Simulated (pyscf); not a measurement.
H₃Si–Br (SMILES [SiH3]Br), singlet

Gas-phase minimum from PySCF at ωB97X-D3(BJ)/def2-SVP, one conformer. 

SMILES: [SiH3]Br
```xyz
5

Si     0.2420    -0.1187    -0.2647
Br     0.5627     0.1108    -2.4499
H     -0.4829     1.0775     0.2357
H     -0.5623    -1.3455    -0.0306
H      1.5663    -0.2349     0.3983
```
Charge 0, spin multiplicity 1.

Bond lengths (Å): Si1–Br2 2.220, Si1–H3 1.486, Si1–H4 1.486, Si1–H5 1.486. Angles (°): Br2–Si1–H3 108.6, Br2–Si1–H4 108.6, Br2–Si1–H5 108.6, H3–Si1–H4 110.3, H3–Si1–H5 110.3, H4–Si1–H5 110.3.

Properties at ωB97X-D3(BJ)/def2-SVP:

```json
{
 "harmonic_wavenumbers_unscaled": "448, 642, 642, 954, 960, 960, 2282, 2291, 2291 cm⁻¹",
 "zero_point_energy": "16.4 kcal/mol",
 "rotational_symmetry_number": "3",
 "Entropy of this conformer at 298 K and 1 atm, rigid rotor and harmonic oscillator, modes under 100 cm⁻¹ raised to 100": "262.0 J/(mol K)",
 "dipole_moment": "1.44 D"
}
```

Single-point totals, which compare only within one level (frozen core for MP2 and CC):

| level | total energy (hartree) |
|---|---|
| ωB97X-D3(BJ)/def2-TZVP | -2865.44298 |
| PBE/def2-TZVP | -2864.94852 |
| r²SCAN/def2-TZVP | -2865.45088 |
| B3LYP-D3(BJ)/def2-TZVP | -2865.55547 |
| PBE0-D3(BJ)/def2-TZVP | -2865.07453 |
| M06-2X/def2-TZVP | -2865.50591 |
| ωB97M-D3(BJ)/def2-TZVP | -2865.53953 |
| HF/def2-TZVPP | -2863.14922 |
| MP2/def2-TZVPP | -2863.55487 |
| CCSD/def2-TZVPP | -2863.58212 |
| CCSD(T)/def2-TZVPP | -2863.59581 |

The CCSD(T) − MP2 part came from Ansatz, without density fitting, on the same reference. The frozen core leaves the outer d or s,p core shells of the metals and heavy elements correlated in the MP2 and CC values, and def2-TZVPP describes them poorly, so these totals are far from the basis limit. Elements up to Kr have no core potential and no relativistic terms here.
